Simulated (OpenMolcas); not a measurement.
Co²⁺.

```yaml
Program: OpenMolcas 26.06
Basis: ANO-R1 [5s3p2d1f]
Scalar_Hamiltonian: X2C, finite nucleus
Active_space: 7 electrons in 5 orbitals (3d)
State_averaging: 2S+1 = 4 even, 10 roots; 2S+1 = 2 even, 40 roots
Spin-orbit_coupling: state interaction with AMFI integrals over the reference wave functions, term energies averaged over their components
```

Two sets of levels on these reference wave functions, in cm-1 above 3d7 4F 9/2: one from CASSCF and one from MS-CASPT2, IPEA 0.25 Eh, imaginary shift 0.1 Eh (closed shells correlated: 3s 3p).

| Level | Set 1 | Set 2 |
| --- | --- | --- |
| 3d7 4F 9/2 | 0.0 | 0.0 |
| 3d7 4F 7/2 | 845 | 841 |
| 3d7 4F 5/2 | 1463 | 1463 |
| 3d7 4F 3/2 | 1887 | 1891 |
| 3d7 2G 9/2 | 17110 | 19200 |
| 3d7 4P 5/2 | 16590 | 19230 |
| 3d7 4P 3/2 | 16770 | 19520 |
| 3d7 4P 1/2 | 17230 | 19910 |
| 3d7 2G 7/2 | 17900 | 19990 |
| 3d7 2P 3/2 | 20480 | 25380 |
| 3d7 2H 11/2 | 23880 | 25510 |
| 3d7 2P 1/2 | 21150 | 26220 |
| 3d7 2H 9/2 | 24580 | 26220 |
| 3d7 2D 5/2(1) | 23550 | 27630 |
| 3d7 2D 3/2(1) | 24740 | 28870 |
| 3d7 2F 5/2 | 39150 | 44160 |

Which set is which?

Set 1 is MS-CASPT2. Its levels of the other terms of 3d7 lie at 0.81 to 0.94 of the other set's values, as expected, since terms of lower spin or lower L gain more correlation energy than the Hund ground term. Against 14 measured levels (Sugar and Corliss, J. Phys. Chem. Ref. Data 10, 1097 (1981)) the mean absolute deviation is 730 cm-1 with it and 3100 cm-1 without; single levels miss by up to 2100 cm-1 with it.

Term energies are means over components that CASPT2 splits; among the terms shown or strongly mixed into the levels shown the widest spread is 900 cm-1 (3d7 4F, MS-CASPT2). Without dynamic correlation excited terms often stand tens of per cent too high (terms of higher spin than the ground term too low), and those without a measured partner can miss by more than the paired ones (holds for CASSCF). The CASPT2 spread within a term exceeds the gap to the next term for 3d7 2D(1) and 3d7 2H, so the order of their levels is uncertain (holds for MS-CASPT2). Measured partners are found by configuration, term and J. A level has none where our copy of the source lacks it or the pairing is in doubt (some pairs that miss far off the trend of their configuration count as doubtful), and it then counts in no deviation. Only configurations of the active space appear. Levels that lie high or do not pair safely by name in every column are left out.

A number in round brackets counts repeated terms of one configuration in the order of the reference energies.
